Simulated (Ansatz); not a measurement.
One change: `C[SiH](O)S` becomes `CN[SiH](C)S`.

Ansatz, PBE0-D4/def2-TZVP geometries, multiplicity 1. Each molecule was computed in one conformer, which needn't be the lowest.

```tsv
property	`C[SiH](O)S`
HOMO–LUMO gap (PBE0/def2-TZVPP) / eV	8.04
size of the dipole moment (B3LYP/def2-TZVPP) / D	0.64
zero-point energy (PBE0-D4/def2-TZVP) / kJ/mol	183.1
HOMO–LUMO gap (B3LYP/def2-TZVPP) / eV	7.48
size of the dipole moment (ωB97M-V/def2-TZVPP) / D	0.65
size of the dipole moment (PBE/def2-TZVPP) / D	0.72
```

Problem. What does the change do to each property? (Best estimate.)

Solution. Ansatz gave: 
```tsv
property	`CN[SiH](C)S`	shift
HOMO–LUMO gap (PBE0/def2-TZVPP) / eV	7.41	-0.63
size of the dipole moment (B3LYP/def2-TZVPP) / D	1.65	1.01
zero-point energy (PBE0-D4/def2-TZVP) / kJ/mol	289.2	106.1
HOMO–LUMO gap (B3LYP/def2-TZVPP) / eV	6.93	-0.55
size of the dipole moment (ωB97M-V/def2-TZVPP) / D	1.65	1.00
size of the dipole moment (PBE/def2-TZVPP) / D	1.60	0.88
```

The zero-point energy changes by 106.1 kJ/mol with +12 modes. Dipoles are sizes alone; their direction can turn.

B3LYP here is the variant with VWN-RPA as its local correlation; programs differ in this.
